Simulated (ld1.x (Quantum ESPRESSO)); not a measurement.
# What one change does to a pseudopotential (silicon (Si), TM)

- Element: silicon (Si)
- Generator: ld1.x (Quantum ESPRESSO) 7.5
- Type: norm-conserving Troullier–Martins (Kleinman–Bylander form)
- Functional: PBE
- Relativity: non-relativistic
- Frozen core: [Ne]
- Valence charge: 4
- Reference configuration: 3s2 3p2
- Partial waves: 3s (bound): rc 1.80 bohr; 3p (bound): rc 2.35 bohr; 3d channel at 0.2 Ry: rc 2.40 bohr
- Local potential: the d channel
- Core correction: none

Change: local potential the s channel.

Cutoffs: the cutoffs (Ry, on a coarse ladder) from which the occupation-weighted sum of valence levels, in a spherical-Bessel basis at the reference potential, stays within 10 and 1 mRy of its value at 400 Ry; they do not see the model core or the augmentation charge, which bear on the density cutoff. Errors are all-electron minus pseudo energies relative to the spin-unpolarised reference configuration.

What does the change do?

The potential gets neither clearly harder nor softer (15 Ry and 35 Ry → 15 Ry and 35 Ry); of the 7 tests that both files solve, the error grows in 1 and shrinks in 2 by more than 15 % and 0.3 meV (median size 7.8 → 2.8 meV); neither file shows a bound ghost.

```tsv
quantity	base	changed
cutoff, loose	15 Ry	15 Ry
cutoff, tight	35 Ry	35 Ry
bound ghosts	none	none
error for 3s2 3p1, meV [ΔE 7.75 eV]	+0.7	+0.5
error for 3s2 3p0, meV [ΔE 23.76 eV]	+10	+2.8
error for 3s1 3p0, meV [ΔE 57.66 eV]	+92	+75
error for 3s1 3p2, meV [ΔE 15.12 eV]	+7.8	+9.0
error for 3s0 3p4, meV [ΔE 13.66 eV]	+12	+12
error for 3s2 3p1.5, meV [ΔE 2.93 eV]	+0.1	+0.1
error for 3s2 3p2.3, meV [ΔE -0.93 eV]	0.0	0.0
s: phases at 2.60 bohr within 0.05 rad from the reference energy up to (Ry; the scan ends near 5)	1.6	2.1
p: phases at 2.60 bohr within 0.05 rad from the reference energy up to (Ry; the scan ends near 5)	2.7	2.4
d: phases at 2.60 bohr within 0.05 rad from the reference energy up to (Ry; the scan ends near 5)	3.1	3.3
```
